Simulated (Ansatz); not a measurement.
Consider the formal exchange of groups at a B–H bond: `BN(C)CC` + `N=C(Cl)C=O` → `CCN(C)BCl` + `N=CC=O`.

Isolated molecules relaxed with PBE0-D4/def2-TZVP in Ansatz; ΔE leaves out vibrations. CCSD(T)/CBS is the MP2 limit (def2-TZVPP, def2-QZVPP) plus CCSD(T) − MP2 in def2-TZVPP, frozen cores. DFT in def2-TZVPP. Each species was taken in one conformer, which may not be the lowest.

`BN(C)CC`:

Cartesian coordinates in Å:
```
B 1.408 -0.818 -0.251
N 0.355 0.057 -0.468
C 0.279 0.887 -1.652
C -0.785 0.274 0.409
C -0.797 -0.539 1.680
H 1.451 -1.493 0.732
H 2.272 -0.875 -1.079
H 0.258 1.949 -1.383
H 1.142 0.703 -2.289
H -0.633 0.671 -2.221
H -1.699 0.070 -0.166
H -0.823 1.343 0.658
H -1.693 -0.290 2.253
H 0.075 -0.329 2.301
H -0.811 -1.611 1.474
```

`N=C(Cl)C=O`:

```xyz
7

N     1.159   -0.687   -0.409
C     0.120   -0.320    0.186
Cl   -0.611   -1.096    1.554
C    -0.588    0.914   -0.310
O    -1.584    1.360    0.173
H     1.577   -1.527   -0.014
H    -0.072    1.358   -1.181
```

`CCN(C)BCl`:

```xyz
15

C    -0.854    0.763    1.415
C    -0.900   -0.299    0.331
N     0.328   -0.377   -0.443
C     0.447    0.625   -1.480
B     1.340   -1.296   -0.225
Cl    1.227   -2.512    1.061
H    -0.667    1.757    1.004
H    -1.805    0.799    1.952
H    -0.064    0.537    2.135
H    -1.085   -1.275    0.780
H    -1.727   -0.098   -0.360
H     1.397    0.508   -2.000
H    -0.366    0.526   -2.208
H     0.406    1.637   -1.064
H     2.324   -1.295   -0.898
```

`N=CC=O`:

```xyz
7

N     0.622   -1.024   -0.947
C     0.057   -0.678    0.126
C    -0.327    0.748    0.423
O    -0.115    1.639   -0.352
H     0.756   -0.192   -1.534
H    -0.173   -1.428    0.886
H    -0.819    0.935    1.398
```

Task: Is it downhill or uphill in electronic energy at CCSD(T)/CBS, and by how much? (Best estimate.)

Result: Ansatz gave: Downhill: ΔE = -127.7 kJ/mol.

Task: What do these levels give: ωB97M-V, B2PLYP, PBE0, CCSD/def2-TZVPP, HF/CBS(def2), CCSD/CBS(def2)? (Estimate.)

Result: The calculation gave: ωB97M-V -125.5, B2PLYP -123.1, PBE0 -120.2, CCSD/def2-TZVPP -130.6, HF/CBS(def2) -135.5, CCSD/CBS(def2) -130.2 kJ/mol.

Largest T1 diagnostic among the species: 0.015.

In def2-TZVPP, CCSD(T) changes the Hartree–Fock value by +8.1 kJ/mol (the triples alone add +2.5 kJ/mol) and MP2 by +7.8 kJ/mol. From PBE to PBE0 (25 % exact exchange), in def2-TZVPP and without D4, ΔE moves by −8.5 kJ/mol.
